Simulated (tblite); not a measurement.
C5H11F2NSi.
SMILES with atom numbers: `[F:1][CH:2]([F:3])/[CH:4]=[CH:5]/[CH2:6][NH:7][CH2:8][SiH3:9]` (hydrogens: H10 on C2; H11 on C4; H12 on C5; H13, H14 on C6; H15 on N7; H16, H17 on C8; H18, H19, H20 on Si9)

Computed with GFN2-xTB (tblite), gas phase: L-BFGS steps from a force-field or distance-geometry start until the largest atomic force falls under 0.01 eV/Å.

Step 52: E = -826.9314 eV
```
atom  x, y, z in Å  |  force x, y, z in eV/Å
F1     -4.0741   -1.0215    0.8616    0.001  -0.002   0.002
C2     -3.5969    0.0507    0.1798    0.011   0.010  -0.005
F3     -4.3792    0.1572   -0.9324    0.015  -0.033  -0.003
C4     -2.1600   -0.1431   -0.1862   -0.007  -0.002  -0.003
C5     -1.2813    0.8462   -0.2100   -0.009  -0.009  -0.019
C6      0.1543    0.7097   -0.6019   -0.013   0.009   0.003
N7      0.6038   -0.6605   -0.6965   -0.012   0.008  -0.019
C8      2.0055   -0.7753   -1.0803    0.004  -0.002  -0.001
Si9     3.3047   -0.1257    0.1784   -0.024  -0.001   0.015
H10    -3.7864    0.9467    0.7917    0.028   0.019   0.000
H11    -1.8877   -1.1463   -0.4763    0.001   0.006  -0.003
H12    -1.5805    1.8541    0.0522   -0.010  -0.033   0.006
H13     0.2798    1.1635   -1.5940    0.009   0.024   0.009
H14     0.7607    1.3099    0.1015    0.026   0.018   0.027
H15     0.4560   -1.1294    0.1932    0.002   0.005  -0.013
H16     2.1934   -1.8341   -1.2739   -0.027  -0.038   0.032
H17     2.1198   -0.2703   -2.0432   -0.009   0.022  -0.006
H18     3.3839    1.3380    0.1527    0.005  -0.025  -0.001
H19     2.8735   -0.5630    1.5111    0.017   0.017  -0.011
H20     4.6055   -0.6958   -0.1597   -0.008   0.010  -0.008
```

Step 53: E = -826.9318 eV
```
atom  x, y, z in Å  |  force x, y, z in eV/Å
F1     -4.0724   -1.0211    0.8637    0.001   0.002   0.003
C2     -3.5969    0.0502    0.1792    0.030   0.012  -0.015
F3     -4.3781    0.1513   -0.9346    0.016  -0.024   0.018
C4     -2.1594   -0.1425   -0.1868   -0.002  -0.001  -0.007
C5     -1.2809    0.8472   -0.2098   -0.018  -0.010  -0.005
C6      0.1555    0.7110   -0.6004   -0.040   0.012  -0.001
N7      0.6036   -0.6593   -0.6957   -0.020   0.014  -0.014
C8      2.0045   -0.7748   -1.0805    0.008  -0.005   0.005
Si9     3.3046   -0.1266    0.1769   -0.032   0.009   0.036
H10    -3.7860    0.9479    0.7896    0.017   0.005  -0.018
H11    -1.8865   -1.1449   -0.4793   -0.003   0.007   0.000
H12    -1.5813    1.8542    0.0553   -0.003  -0.036   0.001
H13     0.2808    1.1640   -1.5927    0.013   0.033   0.008
H14     0.7608    1.3112    0.1039    0.028   0.015   0.023
H15     0.4556   -1.1284    0.1937    0.003   0.001  -0.009
H16     2.1912   -1.8338   -1.2706   -0.021  -0.055   0.016
H17     2.1186   -0.2710   -2.0438   -0.009   0.019  -0.012
H18     3.3837    1.3368    0.1499    0.007  -0.020   0.002
H19     2.8723   -0.5645    1.5095    0.021   0.021  -0.017
H20     4.6050   -0.6964   -0.1597    0.005   0.002  -0.013
```

Step 54: E = -826.9323 eV
```
atom  x, y, z in Å  |  force x, y, z in eV/Å
F1     -4.0698   -1.0202    0.8667    0.002   0.008   0.005
C2     -3.5964    0.0496    0.1783    0.039   0.005  -0.020
F3     -4.3764    0.1425   -0.9374    0.012  -0.009   0.035
C4     -2.1588   -0.1416   -0.1876    0.007  -0.003  -0.012
C5     -1.2806    0.8484   -0.2093   -0.021  -0.009   0.013
C6      0.1565    0.7131   -0.5983   -0.051   0.015  -0.004
N7      0.6030   -0.6575   -0.6947   -0.022   0.019  -0.006
C8      2.0032   -0.7744   -1.0807    0.004  -0.011   0.008
Si9     3.3042   -0.1279    0.1752   -0.031   0.013   0.041
H10    -3.7858    0.9496    0.7861    0.006  -0.009  -0.037
H11    -1.8851   -1.1425   -0.4839   -0.005   0.001   0.002
H12    -1.5827    1.8537    0.0600    0.005  -0.027  -0.003
H13     0.2826    1.1650   -1.5910    0.015   0.042   0.011
H14     0.7614    1.3133    0.1071    0.019   0.005   0.011
H15     0.4555   -1.1268    0.1947    0.002   0.000  -0.007
H16     2.1876   -1.8343   -1.2668   -0.015  -0.056  -0.003
H17     2.1166   -0.2714   -2.0446   -0.006   0.006  -0.011
H18     3.3840    1.3347    0.1467    0.008  -0.006   0.004
H19     2.8713   -0.5654    1.5074    0.020   0.020  -0.010
H20     4.6045   -0.6973   -0.1601    0.014  -0.004  -0.016
```

Step 55: E = -826.9328 eV
```
atom  x, y, z in Å  |  force x, y, z in eV/Å
F1     -4.0663   -1.0189    0.8706    0.007   0.014   0.009
C2     -3.5955    0.0488    0.1766    0.032  -0.007  -0.018
F3     -4.3745    0.1310   -0.9404    0.004   0.006   0.040
C4     -2.1580   -0.1404   -0.1890    0.014  -0.007  -0.016
C5     -1.2805    0.8500   -0.2079   -0.013  -0.006   0.025
C6      0.1569    0.7160   -0.5957   -0.038   0.016  -0.004
N7      0.6019   -0.6551   -0.6927   -0.016   0.020   0.002
C8      2.0015   -0.7744   -1.0809   -0.007  -0.018   0.007
Si9     3.3039   -0.1295    0.1737   -0.019   0.010   0.025
H10    -3.7867    0.9516    0.7804    0.000  -0.017  -0.051
H11    -1.8838   -1.1394   -0.4903   -0.004  -0.012   0.003
H12    -1.5844    1.8529    0.0667    0.010  -0.009  -0.004
H13     0.2846    1.1664   -1.5889    0.010   0.051   0.017
H14     0.7625    1.3161    0.1104    0.002  -0.009  -0.005
H15     0.4559   -1.1244    0.1970   -0.002   0.001  -0.008
H16     2.1830   -1.8358   -1.2636   -0.012  -0.040  -0.018
H17     2.1137   -0.2716   -2.0455   -0.003  -0.012  -0.001
H18     3.3856    1.3319    0.1433    0.008   0.014   0.005
H19     2.8706   -0.5654    1.5050    0.015   0.013   0.010
H20     4.6042   -0.6993   -0.1611    0.012  -0.007  -0.017
```

Problem. Estimate the geometry and energy of step 56. (The exact step hangs on the optimiser's Hessian estimate; all steps are aligned on step 55, rigid shifts and turns removed.)

Solution. E = -826.9332 eV, largest force 0.059 eV/Å
```
atom  x, y, z in Å  |  force x, y, z in eV/Å
F1     -4.0622   -1.0172    0.8753    0.013   0.015   0.013
C2     -3.5944    0.0477    0.1741    0.013  -0.019  -0.009
F3     -4.3732    0.1178   -0.9433   -0.006   0.016   0.031
C4     -2.1573   -0.1390   -0.1911    0.016  -0.012  -0.018
C5     -1.2806    0.8518   -0.2052   -0.003  -0.004   0.027
C6      0.1567    0.7192   -0.5928   -0.008   0.013  -0.002
N7      0.6006   -0.6525   -0.6895   -0.005   0.014   0.005
C8      1.9994   -0.7746   -1.0809   -0.016  -0.022   0.003
Si9     3.3041   -0.1315    0.1722    0.000   0.003  -0.001
H10    -3.7891    0.9536    0.7721   -0.001  -0.016  -0.054
H11    -1.8830   -1.1359   -0.4981    0.002  -0.024   0.002
H12    -1.5857    1.8521    0.0752    0.010   0.011  -0.002
H13     0.2861    1.1680   -1.5866    0.001   0.055   0.022
H14     0.7638    1.3197    0.1130   -0.014  -0.019  -0.015
H15     0.4572   -1.1212    0.2010   -0.009   0.005  -0.009
H16     2.1779   -1.8375   -1.2619   -0.012  -0.014  -0.025
H17     2.1100   -0.2713   -2.0460    0.001  -0.029   0.011
H18     3.3892    1.3290    0.1400    0.007   0.029   0.005
H19     2.8707   -0.5645    1.5029    0.009   0.005   0.032
H20     4.6043   -0.7029   -0.1627    0.001  -0.006  -0.014
```

The energy changes by -0.0005 eV. The first-order estimate −F·Δx gives -0.0006 eV and the mean of the old and new forces, exact on a quadratic surface, -0.0005 eV. The step makes an angle of 80° with the force vector and moves no atom by more than 0.014 Å.

What follows is the cost of the whole relaxation. The run took 4.0 s wall, 2.9 s CPU on one thread of an Intel Xeon at 2.50 GHz, shared host.
